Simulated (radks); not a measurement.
Isoelectronic series with 20 electrons, all held in the configuration [Ar] 4s2, which need not be the ground one along the series. Calculated with a radial shooting solver on a logarithmic mesh with Libxc functionals: scalar-relativistic Kohn-Sham, PBE, spin-polarised, spherical densities, point nucleus. Total energies (hartree) and mean radii <r> (bohr):

| ion | E (hartree) | 4s | 3p |
|---|---|---|---|
| Ca | -680.32517 | 4.020 | 1.271 |
| Sc+ | -763.74840 | 3.160 | 1.142 |
| Ti2+ | -852.35872 | 2.669 | 1.039 |
| V3+ | -946.15385 | 2.335 | 0.9533 |
| Cr4+ | -1045.13869 | 2.086 | 0.8814 |
| Mn5+ | -1149.32202 | 1.892 | 0.8201 |
| Fe6+ | -1258.71521 | 1.735 | 0.7670 |
| Co7+ | -1373.33154 | 1.603 | 0.7206 |
| Ni8+ | -1493.18584 | 1.492 | 0.6796 |
| Cu9+ | -1618.29433 | 1.396 | 0.6431 |
| Zn10+ | -1748.67442 | 1.313 | 0.6104 |
| Ga11+ | -1884.34466 | 1.239 | 0.5809 |
| Ge12+ | -2025.32469 | 1.173 | 0.5541 |
| As13+ | -2171.63519 | 1.115 | 0.5298 |
| Se14+ | -2323.29788 | 1.062 | 0.5075 |
| Br15+ | -2480.33548 | 1.013 | 0.4870 |
| Kr16+ | -2642.77174 | 0.9696 | 0.4680 |
| Rb17+ | -2810.63141 | 0.9294 | 0.4505 |
| Sr18+ | -2983.94027 | 0.8925 | 0.4343 |
| Zr20+ | -3347.01395 | 0.8267 | 0.4051 |
| Nb21+ | -3536.83558 | 0.7973 | 0.3918 |
| Mo22+ | -3732.22007 | 0.7699 | 0.3795 |
